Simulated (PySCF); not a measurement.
## Polarisability and C₆ of C²⁺ (carbon, charge +2)

[He] 2s2, closed-shell 1S. All numbers are calculated (PySCF 2.14, the non-relativistic Hamiltonian (point nucleus), in def2-QZVPPD). Coupled (time-dependent) response in atomic units; α is the mean over directions.

```json
{"method": "UHF", "mean α (bohr³)": "4.502", "C₆ (like pair)": "7.092", "S(−4)": "23.11"}
{"method": "PBE", "mean α (bohr³)": "4.211", "C₆ (like pair)": "6.475", "S(−4)": "19.99"}
{"method": "PBE0", "mean α (bohr³)": "4.270", "C₆ (like pair)": "6.599", "S(−4)": "20.59"}
{"method": "TPSS", "mean α (bohr³)": "4.288", "C₆ (like pair)": "6.825", "S(−4)": "19.51"}
{"method": "PW91", "mean α (bohr³)": "4.231", "C₆ (like pair)": "6.506", "S(−4)": "20.27"}
```

S(−4) is the Cauchy moment in α(ω) = α(0) + S(−4) ω² + …

α(iu) at PBE0:

```tsv
u (hartree)	α(iu) (bohr³)
0	4.270
0.0500	4.219
0.100	4.074
0.200	3.587
0.300	3.005
0.500	2.016
0.750	1.276
1.00	0.8730
1.50	0.4880
2.00	0.3156
3.00	0.1666
5.00	0.07209
```

A single London oscillator, α(iu) = α/(1 + u²/ω²), gives C₆ = (3/4) ω α². Matching the computed C₆ needs ω = 4 × 6.599 / (3 × 4.270²) = 0.483 hartree.

For an ion, C₆ is the dispersion term alone; charge-induced terms of lower order in 1/R come first.
